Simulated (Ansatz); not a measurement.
Consider the formal exchange of groups at the In–Cl bond: `[Cl][In]([Cl])[Cl]` + `CC1BO1` → `[Cl][In]([Cl])[CH]1BO1` + `CCl`.

Gas-phase electronic energies from Ansatz, PBE0-D4/def2-TZVP geometries. CCSD(T)/CBS is the MP2 limit (def2-TZVPP, def2-QZVPP) plus CCSD(T) − MP2 in def2-TZVPP, frozen cores. This one scheme is used for every species. DFT in def2-TZVPP. Elements past krypton have def2 core potentials. For In outer-core shells are correlated without core-valence functions, which leaves a few kJ/mol of doubt a bond. One conformer a species, not always the lowest.

```tsv
level	ΔE (kcal/mol)
revPBE	34.1
MP2/def2-TZVPP	36.2
```

Question: What does CCSD(T)/CBS give? (Estimate.)

Answer: Computed: +36.5 kcal/mol. The listed levels differ from it by -2.4, -0.3 kcal/mol.

Largest T1 diagnostic among the species: 0.015.

In def2-TZVPP, CCSD(T) changes the Hartree–Fock value by −6.1 kcal/mol (the triples alone add −0.8 kcal/mol) and MP2 by −5.9 kcal/mol. From r2SCAN to r2SCAN0 (25 % exact exchange), in def2-TZVPP and without D4, ΔE moves by +1.3 kcal/mol. At CCSD(T), def2-SVP lies +5.1 kcal/mol from the extrapolated value and def2-TZVPP −0.4 kcal/mol.
